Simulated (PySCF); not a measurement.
Kr⁺ (krypton, charge +1) across methods

[Ar] 3d10 4s2 4p5, 2P determinant. All numbers are calculated (PySCF 2.14, scalar relativity through the core potential, in aug-cc-pV5Z-PP with ECP10MDF (8s7p6d4f3g2h, 136 functions)).

| method | E (hartree) | mean ε 4s β (eV) | mean ε 4p α (eV) | mean ε 4p β (eV) | Σ⟨r²⟩ (bohr²) | ⟨S²⟩ |
| --- | --- | --- | --- | --- | --- | --- |
| B97-3 | -463.1143 | -35.680 | -21.618 | -20.634 | 31.11 | 0.753 |
| r2SCAN | -462.9343 | -34.009 | -20.473 | -19.445 | 31.02 | 0.754 |
| BHandHLYP | -462.9283 | -37.767 | -23.018 | -21.986 | 31.21 | 0.753 |
| B3LYP | -463.1367 | -35.263 | -21.204 | -20.274 | 31.26 | 0.752 |
| UHF | -461.72119 | -41.122 | -25.554 | -24.218 | 31.27 | 0.758 |
| LDA | -462.4304 | -33.692 | -20.019 | -19.122 | 31.24 | 0.751 |
| PBE0 | -463.0361 | -35.588 | -21.585 | -20.570 | 31.15 | 0.753 |

Q: Estimate the same row for PBE.

A: E (hartree) = -463.0610; mean ε 4s β (eV) = -33.340; mean ε 4p α (eV) = -19.930; mean ε 4p β (eV) = -18.999; Σ⟨r²⟩ (bohr²) = 31.25; ⟨S²⟩ = 0.752.

Energies and moments cover only the electrons outside the core potential.
